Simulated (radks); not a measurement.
Results of a calculation; reference values are marked as such.
Question: These are the eigenvalues of the occupied orbitals of an atom or ion with whole-number occupations (eV). Level of theory: scalar-relativistic Kohn-Sham, PBE, spin-unpolarised, spherical densities, point nucleus (a radial shooting solver on a logarithmic mesh with Libxc functionals).

| orbital | eigenvalue |
|---|---|
| 1s | -59346.58 |
| 2s | -10059.15 |
| 2p | -8887.103 |
| 3s | -2305.407 |
| 3p | -1950.582 |
| 3d | -1512.769 |
| 4s | -499.2890 |
| 4p | -382.4193 |
| 4d | -227.2358 |
| 5s | -101.4191 |
| 5p | -72.5520 |
| 4f | -56.7040 |

Which element is it, and in what charge state? The configuration may be excited.

Answer: Z = 69, thulium, charge +4: Tm4+ in [Xe] 4f11. The list shows which subshells hold electrons but not how many an open one holds; the 1s level, -2180.9 hartree, gives Z - s = 66.0 by -(Z - s)^2/2, which with screening and relativity narrows Z to a few neighbours, and the depths of the outer levels then fix element, charge and occupations together.
